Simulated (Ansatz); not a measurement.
Input file for Ansatz (an electronic-structure program): U-CCSD(T)/cc-pV(D+d)Z on CH6AlN (SMILES [CH3][AlH][NH2]), a point of a bond scan (R = 1.265 Å). Files ending in .json are basis or fitting sets from the Basis Set Exchange.

Ansatz 0.2 input:
```yaml
crystal:
  periodic: [false, false, false]
  atoms:
    - {symbol: Al, position_ang: [-0.27445294, -0.28120700, -0.33028897]}
    - {symbol: H, position_ang: [-0.95341010, -0.95411233, -1.15857913]}
    - {symbol: C, position_ang: [0.13996125, 1.61435917, -0.55556952]}
    - {symbol: H, position_ang: [0.69355590, 1.78924499, -1.48298603]}
    - {symbol: H, position_ang: [0.73697373, 2.01500929, 0.26678325]}
    - {symbol: H, position_ang: [-0.77388612, 2.21218341, -0.62370655]}
    - {symbol: N, position_ang: [0.31277928, -1.15023681, 1.10029951]}
    - {symbol: H, position_ang: [0.86352939, -0.74691531, 1.84233245]}
    - {symbol: H, position_ang: [0.14164226, -2.12598999, 1.28830568]}
basis:
  gaussian:
    orbitals: cc-pV_D+d_Z.json
correlation: {method: ccsd_t, electrons: outside_noble_gas}
scf: {omitted_lower_state_checks: [cluster_reference]}
magnetization: {spin_polarized: true, initial_magnetization: 0}
```

The head of its log:

```
WARN ansatz: RAYON_NUM_THREADS=1 ignored (pool sized by the plan → 1); use --threads N
Functional definition: HF
these checks for a lower state are left out or cut short: cluster_reference
integrals: 0.11 GiB planned
773 factors; integrals over basis functions are off by at most 1.3e-3 eV
mean field: 0.25 GiB planned
mean field evaluation 1: about -9186.6854 eV, gradient 2.7e1 eV
mean field evaluation 2: about -9186.7275 eV, gradient 2.7e1 eV
mean field evaluation 4: about -9190.1333 eV, gradient 2.0e0 eV
mean field evaluation 8: about -9190.1676 eV, gradient 1.3e-4 eV
mean field -9190.16762687 eV, -337.7324309682 hartree, gradient 1.6e-6 eV, S^2 0.000000; 0 other end points of the search recorded, 0 dependent functions left out
7 core orbitals not correlated
reference -9190.16762687 eV, -337.7324309682 hartree; 9, 9 occupied and 65, 65 virtual orbitals, 773 factors
```

### Question
Give the final energy of this run.

### Answer
-338.1744 hartree (reference determinant -337.7324, T1 diagnostic 0.012).
